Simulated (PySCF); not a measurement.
# Ce(III) with different ligands

Computed with PySCF 2.14.0, PBE0, def2-SVP on the ligands, density fitting, scalar-relativistic core potentials, no spin-orbit coupling, vacuum. The metal has lcecp-1-SVP with ECP47. Each complex is relaxed within the symmetry of a template of the same shape. Distances are means of the shortest metal–ligand contacts, charges and spins Mulliken's. lcecp potentials hold a fixed number of 4f electrons in the core, out of states, spins and gaps.

```
complex  point group  M–first ligand (Å)  charge on M (e)  dipole (D)  strongest infrared band, degenerate modes summed (cm⁻¹)  unstable modes (below −25 cm⁻¹)
CeO(OH)           Cs               1.901             0.86        6.02                                                      798                                0
   CeSF           Cs               2.413             0.85        8.53                                                      555                                0
   CeOF           Cs               1.894             0.96        7.55                                                      810                                0
```

**Question.** A further member has point group Cs, M–first ligand (Å) 1.882, charge on M (e) 0.88, dipole (D) 7.68, strongest infrared band, degenerate modes summed (cm⁻¹) 822, unstable modes (below −25 cm⁻¹) 0. Which complex is it?

**Answer.** CeOCl. Other answers can fit too; this one was computed.

One start shape was tried for each, so a minimum needn't be the lowest isomer.
